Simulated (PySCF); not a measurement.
**Spinor energies of Cl (chlorine, neutral)**

Start: [Ne] 3s2 3p5; 3p1/2 filled at m_j = -1/2, +1/2; 3p3/2 filled at m_j = -1/2, +1/2, +3/2. Calculated with PySCF 2.14 in x2c-SVPall-2c: generalised Hartree-Fock with the X2C-1e Hamiltonian and a Gaussian nucleus; one run each with spin-orbit coupling (SO) switched off, then screened by Boettger's factors.

```csv
spinor shell,electrons,"ε, spin-free (eV)","ε, screened SO (eV)",weight of nominal j (screened SO),"rms radius, screened SO (bohr)"
1s1/2,2,-2862.2,-2862.1,1.000,0.105
2s1/2,2,-289.81,-289.79,1.000,0.479
2p1/2,2,-219.22,-220.56,0.993,0.449
3s1/2,2,-28.991,-28.985,1.000,1.68
3p1/2,2,-13.507,-13.533,0.642,1.97
3p3/2,3,-13.507,-13.496,0.761,1.97
```

Problem. Where does 2p3/2 lie, and what is the 2p spin-orbit splitting (screened SO)?

Solution. At -218.53 eV, 2.027 eV above 2p1/2.

```json
{"quantity": "E (hartree)", "spin-free": "-460.71030", "screened SO": "-460.71238"}
{"quantity": "M_J", "spin-free": "3/2", "screened SO": "3/2"}
{"quantity": "⟨J²⟩", "spin-free": "3.756", "screened SO": "3.756"}
{"quantity": "⟨L²⟩", "spin-free": "2.004", "screened SO": "2.004"}
{"quantity": "⟨S²⟩", "spin-free": "0.752", "screened SO": "0.752"}
```

Each row is a mean over spinors that exchange with the open shell spreads, by up to 3.278 eV (3s1/2).

Rows whose weight is well below 1 are mixtures of j = l ± 1/2: exchange outweighs spin-orbit coupling there, and the label is only the starting occupation.

Without spin-orbit coupling the j labels of p, d and f shells carry no meaning; the spin-free column gives the mean over the occupied spinors of each nl shell.
